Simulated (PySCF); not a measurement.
A calculated (UHF, PySCF 2.14, aug-cc-pVDZ-DK, scalar relativity by spin-free X2C-1e) atom or ion has these occupied shells.

```json
{"shell": "1s α", "electrons": "1", "orbital energy (eV)": "-7778.8", "rms radius, mean of both spins (bohr)": "0.0648"}
{"shell": "1s β", "electrons": "1", "orbital energy (eV)": "-7778.8", "rms radius, mean of both spins (bohr)": "0.0648"}
{"shell": "2s α", "electrons": "1", "orbital energy (eV)": "-967.69", "rms radius, mean of both spins (bohr)": "0.276"}
{"shell": "2s β", "electrons": "1", "orbital energy (eV)": "-965.98", "rms radius, mean of both spins (bohr)": "0.276"}
{"shell": "2p α", "electrons": "3", "orbital energy (eV)": "-825.53", "rms radius, mean of both spins (bohr)": "0.249"}
{"shell": "2p β", "electrons": "3", "orbital energy (eV)": "-823.83", "rms radius, mean of both spins (bohr)": "0.249"}
{"shell": "3s α", "electrons": "1", "orbital energy (eV)": "-130.32", "rms radius, mean of both spins (bohr)": "0.837"}
{"shell": "3s β", "electrons": "1", "orbital energy (eV)": "-125.42", "rms radius, mean of both spins (bohr)": "0.837"}
{"shell": "3p α", "electrons": "3", "orbital energy (eV)": "-88.012", "rms radius, mean of both spins (bohr)": "0.899"}
{"shell": "3p β", "electrons": "3", "orbital energy (eV)": "-82.105", "rms radius, mean of both spins (bohr)": "0.899"}
{"shell": "3d α", "electrons": "5", "orbital energy (eV)": "-20.745", "rms radius, mean of both spins (bohr)": "1.27"}
{"shell": "3d β", "electrons": "3", "orbital energy (eV)": "-18.318", "rms radius, mean of both spins (bohr)": "1.27"}
```

(1) Name the element and its charge.

Answers

(1) Co⁺ (cobalt, charge +1), in [Ar] 3d8, high-spin 3F determinant.
